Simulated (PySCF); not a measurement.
Radial density of Zr (zirconium, neutral)

TPSSh, [Kr] 4d3 5s1, high-spin 5F determinant (an excited configuration). Computed with PySCF 2.14 in aug-cc-pVDZ-PP with ECP28MDF (5s5p4d2f, 54 functions), with a scalar-relativistic core potential. This is the valence pseudo-density: the core potential removes the inner electrons and smooths the orbitals near the nucleus.

| r (bohr) | 4πr²ρ (e/bohr) | 4πr²(ρα − ρβ) |
| --- | --- | --- |
| 0.0620 | 3.028e-05 | 0.0000 |
| 0.104 | 0.0001262 | 0.0000 |
| 0.175 | 0.0009592 | 0.0001 |
| 0.295 | 0.01559 | 0.0021 |
| 0.496 | 0.4520 | 0.0410 |
| 0.834 | 5.466 | 0.4174 |
| 1.40 | 7.607 | 1.1737 |
| 2.36 | 2.048 | 1.2431 |
| 3.97 | 0.5857 | 0.5764 |
| 6.68 | 0.06557 | 0.0656 |
| 11.2 | 0.0005416 | 0.0005 |

Energies and moments cover only the electrons outside the core potential.
